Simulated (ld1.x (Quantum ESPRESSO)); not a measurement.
## Ge, TM semilocal: configuration errors across variants

ld1.x (Quantum ESPRESSO) 7.5 input, shortened:

```
&input
   title='Ge', zed=32., rel=1, dft='PBE', iswitch=3,
   config='[Ar] 3d10 4s2 4p0 4d-2'
 /
 &inputp
   pseudotype=1, tm=.true., lloc=0,
   nlcc=.true., new_core_ps=.true.
 /
3
4P  2  1   0.00   0.00  1.45  1.45  0.0
4D  3  2  -2.00   0.45  1.55  1.55  0.0
4S  1  0   2.00   0.00  1.60  1.60  0.0
 &test
   configts(1)='4s2 4p0'
 /
```

All-electron excitation energies from the reference (eV): (1) 4s2 4p2 -22.883; (2) 4s2 4p1 -15.439; (3) 4s1 4p0 34.791; (4) 4s1 4p3 -14.911; (5) 4s2 4p1.5 -20.081; (6) 4s1 4p2 -6.723; (7) 4s0 4p4 -6.688.

A semilocal file is local in each channel, so a ghost entry of none says nothing of the separable form that plane-wave codes build from it.

A true bound ghost makes a file unfit for plane-wave use even where its test errors are small: the radial tests pick states by their node count and pass the ghost by.

Errors AE − PS in meV (a dash: test not solved or not reliable):

| change | (1) | (2) | (3) | (4) | (5) | (6) | (7) | bound ghosts |
| --- | --- | --- | --- | --- | --- | --- | --- | --- |
| base | -28 | -14 | -91 | -5.5 | -23 | -1.0 | -1.0 | none |
| wave 4s (bound): rc 1.60 bohr becomes 4s (bound): rc 1.18 bohr | -21 | -10 | -87 | -11 | -17 | -6.9 | -26 | none |
| wave 4s (bound): rc 1.60 bohr becomes 4s (bound): rc 1.36 bohr | -26 | -13 | -92 | -5.7 | -21 | -1.6 | -4.8 | none |
| wave 4s (bound): rc 1.60 bohr becomes 4s (bound): rc 1.52 bohr | -28 | -14 | -92 | -5.6 | -23 | -1.1 | -1.9 | none |
| wave 4s (bound): rc 1.60 bohr becomes 4s (bound): rc 1.74 bohr | -28 | -14 | -92 | -5.6 | -23 | -1.2 | -2.2 | none |
| wave 4s (bound): rc 1.60 bohr becomes 4s (bound): rc 1.94 bohr | -25 | -13 | -96 | -6.2 | -21 | -2.7 | -10 | none |
| wave 4s (bound): rc 1.60 bohr becomes 4s (bound): rc 2.06 bohr | -21 | -11 | -103 | -6.7 | -17 | -4.8 | -23 | none |
| wave 4s (bound): rc 1.60 bohr becomes 4s (bound): rc 2.26 bohr | -13 | -7.2 | -114 | -6.9 | -11 | -7.9 | -42 | none |
| wave 4s (bound): rc 1.60 bohr becomes 4s (bound): rc 2.38 bohr | -5.9 | -4.1 | -126 | -6.1 | -6.0 | -10 | -58 | none |

Task: Give the same row for: wave 4s (bound): rc 1.60 bohr becomes 4s (bound): rc 1.00 bohr.

Result: -1.8, -0.9, +20, -32, -1.8, -23, -91; bound ghosts: s (extra level of the local part).
